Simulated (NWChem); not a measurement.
## Lowest excitation of HfO$_{2}$

SMILES: [O]=[Hf]=[O]
```xyz
3

Hf     0.0000     0.0000    -0.1978
O     -1.4322     0.0000     0.8900
O      1.4322     0.0000     0.8900
```
Charge 0, spin multiplicity 1.

Everything below was run with NWChem. All single points use one geometry, from PBE/def2-SVP with def2 effective core potentials on Hf, a minimum by its harmonic frequencies.

Basis set: def2-SVPD.

Costs are rough ratios of processor time within this set of runs, SCF included, with TD-LDA (SVWN5) as 1.

Effective core potentials replace the inner electrons of Hf; spin-orbit coupling is left out. The correlated methods keep 2 core orbitals frozen. B3LYP has NWChem's definition, with VWN1-RPA local correlation. The structure started from a generated list of species. Coupled-cluster values serve here as a point of comparison, not as the truth.

```tsv
method	lowest vertical singlet excitation energy (eV)	relative cost
TD-LDA (SVWN5)	1.23	1
TD-PBE	1.23	under 3
CIS	(withheld)	under 3
TD-B3LYP	(withheld)	3
EOM-CCSD	(withheld)	20
```

Q: Some entries are withheld; supply them.

A: 
- CIS, lowest vertical singlet excitation energy (eV): 3.65
- TD-B3LYP, lowest vertical singlet excitation energy (eV): 1.61
- EOM-CCSD, lowest vertical singlet excitation energy (eV): 1.42
